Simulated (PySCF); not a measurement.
# `F[C@@H]1C[C@H]2C[C@H](C2)S1`, C6H9FS

Geometry:
```tsv
atom	x (Å)	y (Å)	z (Å)
F1	2.142	1.237	-0.893
C2	1.814	0.474	0.213
C3	1.080	-0.775	-0.263
C4	-0.431	-0.593	-0.424
C5	-1.115	-0.398	0.947
C6	-0.796	1.098	0.795
C7	-0.808	0.879	-0.731
S8	0.884	1.465	1.409
H9	2.761	0.214	0.711
H10	1.278	-1.600	0.439
H11	1.546	-1.049	-1.223
H12	-0.840	-1.372	-1.083
H13	-2.199	-0.585	0.888
H14	-0.698	-0.922	1.821
H15	-1.463	1.849	1.244
H16	-0.131	1.483	-1.349
H17	-1.834	0.952	-1.122
```

Theory: TDDFT LC-wPBE/def2-SVPD circular dichroism and optical rotation, one conformer, gas phase in PySCF 2.14.0. Geometry: PBE0-D3(BJ)/def2-SVP.

Q: Draw the ECD and absorption spectra from the lowest 16 states, each a Gaussian of half-width 0.25 eV at 1/e height.

A: 
```
E (eV)  λ (nm)  Δε (L mol⁻¹ cm⁻¹)  ε (L mol⁻¹ cm⁻¹)
  5.28     235              +0.07             0.403
  5.43     228              +0.55               3.1
  5.58     222              +2.06              11.6
  5.73     216              +3.75              21.2
  5.88     211              +3.33              18.8
  6.03     206              +1.44               8.1
  6.18     201              +0.30               1.7
  6.33     196              +0.03             0.276
  6.48     191               0.00              3.14
  6.63     187              -0.03              46.5
  6.78     183              -0.22               337
  6.93     179              -0.78              1190
  7.08     175              -1.44              2070
  7.23     172              -2.04              1970
  7.38     168              -4.09              1800
  7.53     165              -6.08              2480
  7.68     161              -1.26              2720
  7.83     158              +7.71              2060
  7.98     155             +10.55              1520
  8.13     153             +10.01              2550
  8.28     150             +14.34              6010
  8.43     147             +23.41              9870
  8.58     145             +31.91             11500
  8.73     142             +35.33             11100
  8.88     140             +26.39              9300
  9.03     137              -6.26              7280
  9.18     135             -43.42              6840
```
Δε uses R in velocity form, ε uses f in length form. Only the states computed contribute, so the short-wavelength end is incomplete.
